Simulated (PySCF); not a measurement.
# Static response to an electric field

Compound: C₇H₄ClNO.
Atom-mapped SMILES: `[Cl:1][c:2]1[n:3][o:4][c:5]2[cH:6][cH:7][cH:8][cH:9][c:10]12` (hydrogens: H11 on C6; H12 on C7; H13 on C8; H14 on C9)

Cartesian coordinates in Å at the GFN2-xTB level; atoms count from 1:
```
atom  x, y, z in Å
Cl1    3.273    1.600   -0.095
C2     2.203    0.297   -0.003
N3     2.619   -0.931    0.097
O4     1.531   -1.749    0.150
C5     0.414   -0.997    0.080
C6    -0.913   -1.405    0.098
C7    -1.864   -0.410    0.012
C8    -1.518    0.943   -0.090
C9    -0.204    1.350   -0.109
C10    0.772    0.360   -0.022
H11   -1.173   -2.447    0.177
H12   -2.909   -0.679    0.023
H13   -2.306    1.678   -0.154
H14    0.074    2.389   -0.187
```

Level: PBE0/def2-SVPD (PySCF), static field, nuclei fixed, core orbitals frozen in the response. The polarisability tensor in these axes (au):

```
x   134.91   7.33   0.18
y     7.33 108.49  -3.92
z     0.18  -3.92  57.61
```

Task: What are the eigenvalues, a third of the trace, and Δα (Δα² = ½Σ(αi − αj)² over the three pairs)?

Result: Principal values 57.30, 106.89 and 136.82 au; mean 100.34 au = 14.87 Å³ = 16.54 × 10⁻⁴⁰ C²·m²/J; Δα = 69.56 au (69 % of the mean).

Task: What is the dipole moment, and where does it point?

Result: (-3.37, 1.25, -0.13) D, 3.60 D in size, pointing from the negative to the positive side. Measured along this direction, the outermost atoms are N3 at the negative end and H13 at the positive end.

Task: In TDDFT the mean static polarisability is Σ f/ω² over all singlet excitations (ω in hartree). How much of it do the 8 lowest give? Their energies (eV) and oscillator strengths: 4.97, 0.0649; 5.39, 0.0953; 5.97, 0.0035; 6.20, 0.1212; 6.54, 0.3759; 6.69, 0.1238; 6.74, 0.0006; 6.81, 0.0020.

Result: They add up to 15.38 au, 15.3 % of the 100.34 au; the largest single term is 6.51 au, from the state at 6.54 eV. Terms in order: 1.94, 2.43, 0.07, 2.33, 6.51, 2.05, 0.01, 0.03 au. Higher excitations give the rest. The strengths listed sum to 0.787.

Task: What molar refraction does this α imply?

Result: Lorentz–Lorenz: R = (4π/3)N_A α = 2.5225 cm³/(mol·Å³) × 14.87 Å³ = 37.5 cm³/mol, in the limit of long wavelengths.

Task: Find the Langevin capture rate constant for H3+ (3.023 u) meeting this molecule (152.998 u), k = 2.342 × 10⁻⁹ cm³/s × √(α in Å³ / reduced mass in u).

Result: The reduced mass is 2.96 u, so k = 5.24 × 10⁻⁹ cm³/s. The formula leaves out the permanent dipole, which adds to the capture rate.

Task: What would n − 1 = 2πNα be for an ideal gas of these molecules at 273.15 K and 1 atm, electronic part alone?

Result: N = p/kT = 2.6868 × 10¹⁹ cm⁻³, so n − 1 = 2π × N × 14.87 × 10⁻²⁴ cm³ = 2510 × 10⁻⁶ at long wavelengths, for an ideal gas.

Isolated species at its GFN2-xTB geometry, gas phase.

These values come from a run that also computed excited states. On one thread, Intel Xeon Platinum 8488C (x86_64), on a shared host, this took 50 s and 1.0 GiB of memory at its peak.
